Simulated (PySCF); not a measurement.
# Two-component Hartree-Fock for Mo(21+) (molybdenum, charge +21)

Start: [Ar] 3d3; 3d3/2 filled at m_j = -1/2, +1/2, +3/2. Calculated with PySCF 2.14 in an even-tempered Gaussian basis (16 s from 2.5 bohr⁻², ratio 2.8; 12 p from 3.2 bohr⁻², ratio 2.8; 8 d from 3.2 bohr⁻², ratio 2.8; 3 f from 11 bohr⁻², ratio 3): generalised Hartree-Fock with the X2C-1e Hamiltonian and a Gaussian nucleus; one run each with spin-orbit coupling (SO) switched off, then screened by Boettger's factors.

```
spinor shell  electrons  ε, spin-free (eV)  ε, screened SO (eV)  weight of nominal j (screened SO)  rms radius, screened SO (bohr)
       1s1/2          2           -20910.7             -20909.4                              1.000                          0.0404
       2s1/2          2            -3706.0              -3705.4                              1.000                           0.165
       2p1/2          2            -3393.4              -3470.6                              0.997                           0.144
       2p3/2          4            -3393.4              -3356.5                              0.998                           0.148
       3s1/2          2            -1200.9              -1200.7                              1.000                           0.424
       3p1/2          2            -1091.8              -1115.3                              0.893                           0.415
       3d3/2          3            -956.74              -957.50                              0.773                           0.383
```

(1) Where does 3p3/2 lie, and what is the 3p spin-orbit splitting (screened SO)?

```
   quantity    spin-free  screened SO
E (hartree)  -3795.63924  -3796.25403
        M_J          3/2          3/2
       ⟨J²⟩        6.751        5.480
       ⟨L²⟩       12.001       11.483
       ⟨S²⟩        3.750        3.481
```

The determinant has a definite M_J but mixes levels of different J.

Each row is a mean over spinors that exchange with the open shell spreads, by up to 14.785 eV (3s1/2).

Rows whose weight is well below 1 are mixtures of j = l ± 1/2: exchange outweighs spin-orbit coupling there, and the label is only the starting occupation.

Breit and QED terms are absent; they matter most for the inner s and p1/2 levels.

Densities and radii are taken from the X2C orbitals without a picture-change correction, which distorts them close to the nucleus.

Without spin-orbit coupling the j labels of p, d and f shells carry no meaning; the spin-free column gives the mean over the occupied spinors of each nl shell, and its ⟨J²⟩ belongs to a mixture of degenerate components.

Results:

(1) At -1080.4 eV, 34.867 eV above 3p1/2.
